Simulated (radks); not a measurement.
Polarisabilities and homonuclear dispersion coefficients (atomic units). Level of theory: non-relativistic Kohn-Sham, LB94 model potential, spin-polarised, spherical densities, point nucleus; open shells are filled with parallel spins first (spin-orbit coupling, left out, can overturn this in heavy ions) (a radial shooting solver on a logarithmic mesh with Libxc functionals). Response by self-consistent Sternheimer equations with the Hartree and adiabatic LDA kernel. For heavy and open-shell atoms this level of theory can miss by tens of per cent. "Uncoupled" leaves out the induced potential. Quadrupole and octupole values are given only where no p, d or f shell is open. The Sternheimer factor gamma scales a distant field gradient at the nucleus by 1 - gamma.

species  configuration  alpha1 (bohr^3)  alpha1, uncoupled  alpha2 (bohr^5)  alpha3 (bohr^7)     C6     C8  Sternheimer gamma  recommended alpha1
C         [He] 2s2 2p2            11.92              16.50                -                -  46.18      -                  -        11.3 +/- 0.4
Be            [He] 2s2            42.88              81.61            342.7             5040  250.3  12430              0.846      37.74 +/- 0.03
H                  1s1            5.200              5.095            19.78            180.8  7.973  172.6              0.374   4.50711 +/- 3e-05
Ag+          [Kr] 4d10            8.890              13.85            48.69            290.7  52.40   1067              -26.1                   -
K+                [Ar]            5.745              8.933            17.99            118.1  24.81  433.6              -20.7                   -
Ne                [Ne]            2.591              2.982            7.249            40.84  6.104  85.24              -9.41    2.6611 +/- 3e-05
Zn3+          [Ar] 3d9            1.426              1.755                -                -  3.249      -                  -                   -
Zr3+          [Kr] 4d1            5.305              7.823                -                -  22.47      -                  -                   -

Recommended values: Schwerdtfeger and Nagle, table of static dipole polarisabilities (2023 update), measured or computed.

Beside tabulated values, note that relativity, absent from the non-relativistic runs, is large for the heavy elements.
